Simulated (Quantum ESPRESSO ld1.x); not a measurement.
All-electron atom: Mo XX in [Ar] 3d5. Method: scalar-relativistic Kohn-Sham, LDA (Slater exchange, Perdew-Zunger correlation), spin-polarised, spherical densities, point nucleus; open shells are filled with parallel spins first; computed with ld1.x of Quantum ESPRESSO 7.5.

Unscreened Slater integrals over Kohn-Sham orbitals (hartree). They are taken over the spin-up orbitals.

integral     value
F0(3d,3d)   2.4738
F2(3d,3d)   1.2533
F4(3d,3d)  0.80446
F0(3d,3p)   2.3356
F2(3d,3p)   1.1328
G1(3d,3p)   1.2714
G3(3d,3p)  0.82909
F0(3d,3s)   2.3146
G2(3d,3s)  0.96268
F0(3d,2p)   3.1942
F2(3d,2p)  0.87354
G1(3d,2p)  0.77107
G3(3d,2p)  0.44256
F0(3p,3p)   2.2530
F2(3p,3p)   1.1374
F0(3p,3s)   2.2332
G1(3p,3s)   1.4651
F0(3p,2p)   3.0075
F2(3p,2p)  0.70591
G0(3p,2p)  0.27911
G2(3p,2p)  0.30215
F0(3s,3s)   2.2183
F0(3s,2p)   2.9233
G1(3s,2p)  0.27757
F0(2p,2p)   6.8236
F2(2p,2p)   3.2334

Derived for the open shells (J is the average intra-shell exchange parameter used in DFT+U). 3d: Racah B = F2/49 - 5 F4/441 = 0.01646 hartree, C = 35 F4/441 = 0.06385 hartree, C/B = 3.88, F4/F2 = 0.642, J = (F2 + F4)/14 = 0.1470 hartree.
